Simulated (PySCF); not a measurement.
**Electron correlation in F (fluorine, neutral)**

[He] 2s2 2p5, 2P determinant. Computed with PySCF 2.14 in dyall-acv3z (15s9p4d2f, 76 functions), with no relativity, point nucleus. Frozen: nothing; 9 electrons correlated; the 5 highest virtual orbitals of each spin left out.

```tsv
level	correlation energy (mhartree)
CCSD	-279.43
(T)	-4.84
CCSD(T)	-284.27
```

Diagnostics: T1 = 0.0065, D1 = 0.0121, largest double amplitude 0.022.

**Question.** Is a single reference adequate?

**Answer.** Yes: T1 lies below 0.03 and no double amplitude reaches 0.07.
